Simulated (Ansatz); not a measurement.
Gas-phase electronic energies from Ansatz, PBE0-D4/def2-TZVP geometries. CCSD(T)/CBS adds triple-zeta CCSD(T) − MP2 to the extrapolated MP2 energy (def2 sets, frozen cores). This one scheme is used for every species. Triplets are unrestricted, without spin–orbit coupling. For Ge outer-core shells are correlated without core-valence functions, which leaves a few kJ/mol of doubt a bond. Scalar relativity is left out up to krypton. Each species was taken in one conformer, which may not be the lowest.

Reaction (formal loss of a carbene): `[CH3][GeH]([CH3])[SH]` → `[CH2]` (triplet) + `[CH3][GeH2][SH]`

```
                species  SCS-MP2/def2-TZVPP energy (Eh)
`[CH3][GeH]([CH3])[SH]`                     -2554.17115
      `[CH2]` (triplet)                       -39.05647
      `[CH3][GeH2][SH]`                     -2514.93303
```

Task: Work out ΔE.

Result: ΔE = (-39.05647) + (-2514.93303) − (-2554.17115) = 0.18165 Eh = +476.9 kJ/mol. CCSD(T)/CBS gives +473.6 kJ/mol.

Task: What do rigid-rotor, harmonic-oscillator terms from PBE0-D4/def2-TZVP frequencies (298.15 K, 1 bar) make of the CCSD(T)/CBS value? (An estimate is asked.)

Result: Computed: ΔZPE = -30.3 kJ/mol, ΔH = +448.2 kJ/mol, ΔS = 156 J/(mol·K), ΔG = +401.7 kJ/mol. Open shells count their whole term as degenerate.

Largest T1 diagnostic among the species: 0.011.

In def2-TZVPP, CCSD(T) changes the Hartree–Fock value by +143.8 kJ/mol (the triples alone add +12.0 kJ/mol) and MP2 by +160.2 kJ/mol. Leaving LDA and LC-ωPBE aside and taking each functional with its dispersion term where it has one, the values, not all of them listed here, spread over 35.1 kJ/mol, from r2SCAN0-D4 to ωB97X-V. LDA lies +69.1 kJ/mol from PBE without D4. From PBE to PBE0 (25 % exact exchange), in def2-TZVPP and without D4, ΔE moves by −7.5 kJ/mol.
